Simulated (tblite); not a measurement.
C3H7NO, charge -1, doublet, geometry from GFN2-xTB (a state made from the parent by changing its charge; the spin is typed, not shown lowest); tblite with GFN1-xTB.

The tblite input:
```
$ tblite run mol.xyz --method gfn1 --charge -1 --spin 1 --json tblite.json --no-restart

# file mol.xyz
12

C      1.67947948    -0.16325943     0.40714764
N      0.25118246    -0.03556484     0.48090643
C     -0.42054349    -1.29990753     0.39435751
C     -0.27867694     0.95458909    -0.52046636
O     -1.51494248     0.84941816    -0.89568702
H      2.12546077     0.83306927     0.42237108
H      2.05322832    -0.72675810     1.27502337
H      2.03871969    -0.68379075    -0.50809204
H     -1.45606351    -1.07622821     0.13080096
H      0.00126539    -1.97015548    -0.38190854
H     -0.37922531    -1.82928010     1.35792211
H      0.09632288     1.95821932    -0.18319870
```

Question: Predict the main parts of the log of this tblite run.

Answer: 
```
xTB calculator
 | screened Coulomb repulsion
 | Coulomb electrostatics
 |  * isotropic Klopman-Ohno-Mataga-Nishimoto electrostatics
 |  * onsite third-order electrostatics
 | DFT-D3(BJ) dispersion correction

halogen bonding energy    0.0000000000000E+00 Eh
repulsion energy          1.5455883293939E-01 Eh
dispersion energy        -3.6115151708202E-03 Eh
number of electrons       3.1000000000000E+01 e
integral cutoff           1.9731147476801E+01 bohr

------------------------------------------------------------
  cycle        total energy    energy error   density error
------------------------------------------------------------
      1     -17.93501785328  -1.8085965E+01   5.9744129E-01
      2     -18.11280222922  -1.7778438E-01   3.3714193E-01
      3     -18.11659221151  -3.7899823E-03   1.0604502E-01
      4     -18.11926417539  -2.6719639E-03   4.8862889E-02
      5     -18.12586037385  -6.5961985E-03   3.1007227E-03
      6     -18.12586347089  -3.0970410E-06   1.8541581E-03
      7     -18.12587189682  -8.4259270E-06   2.9611324E-04
      8     -18.12587183000   6.6815634E-08   2.3720792E-04
      9     -18.12587193115  -1.0114409E-07   6.3175997E-05
     10     -18.12587194332  -1.2174539E-08   5.4083759E-06
------------------------------------------------------------

electronic energy        -1.8276819261090E+01 Eh
total energy             -1.8125871943321E+01 Eh

Post processing:
 | Mayer-Wiberg bond orders

[Info] JSON dump of results written to 'tblite.json'
```
